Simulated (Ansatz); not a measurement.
The cluster GeF₂⁻. The state is a doublet with charge -1. Geometry PBE0-D4/def2-TZVP, that of the neutral singlet; atoms count from 1.

```xyz
3

Ge   -0.158   -0.376    0.652
F    -1.093    0.767   -0.275
F     1.251   -0.391   -0.377
```

The highest occupied level of the charge -1 doublet lies above zero (up to 1.58 eV). By energy differences its removal costs 0.55 eV (vertical, to the charge 0 singlet, at PBE0-D4/def2-TZVPD); a positive level beside a positive removal energy at the same level points to self-interaction error. The structure comes from a short search, and lower isomers may exist.

(1) Estimate the Mulliken populations from the PBE0/def2-TZVPD orbitals of Ansatz.

(2) Where does the spin sit?

(3) And the Mayer bond orders between bonded heavy atoms (over 0.3)?

Results:

(1) 
```
atom  charge (e)  spin (α − β)
 Ge1       -0.13          0.87
  F2       -0.44          0.07
  F3       -0.44          0.07
```
Mulliken values and Mayer orders depend strongly on the basis. With diffuse functions, as here, like atoms can get unlike values, and bond orders can come out too low or too high.

(2) Summed by element: Ge 0.87, F 0.13, of 1 unpaired in all. Largest on single atoms: Ge1 0.87, F2 0.07, F3 0.07.

(3) Ge1–F2 0.75 (1.74 Å); Ge1–F3 0.75 (1.74 Å).
